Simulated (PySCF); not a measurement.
# Ag²⁺: ionisation energy

Ag²⁺ [Kr] 4d9 (2D) → Ag³⁺ [Kr] 4d8 (3F), as a difference of total energies. Computed with PySCF 2.14 in x2c-TZVPPall with one added diffuse shell each of s, p, d, f type (9s7p7d3f1g, 95 functions), with scalar relativity by spin-free X2C-1e. Correlated levels: valence: [Kr] frozen. The calculations carry no spin-orbit coupling.

| method | ionisation energy (eV) |
| --- | --- |
| UHF | 32.959 |
| MP2 (valence) | 34.837 |
| SCS-MP2 (valence) | 34.699 |
| CCSD (valence) | 34.580 |
| CCSD(T) (valence) | 34.657 |

How much does correlation contribute at CCSD(T) (valence)?

34.657 − (32.959) = 1.698 eV, measured against UHF.

A first-order spin-orbit estimate (lowest level to lowest level, LS coupling) adds -0.146 eV.

Errors of the correlated levels include the incompleteness of this basis and the frozen core.

For comparison: 34.8 ± 0.3 eV (semi-empirical (NIST evaluation); NIST Atomic Spectra Database, ionization energies).
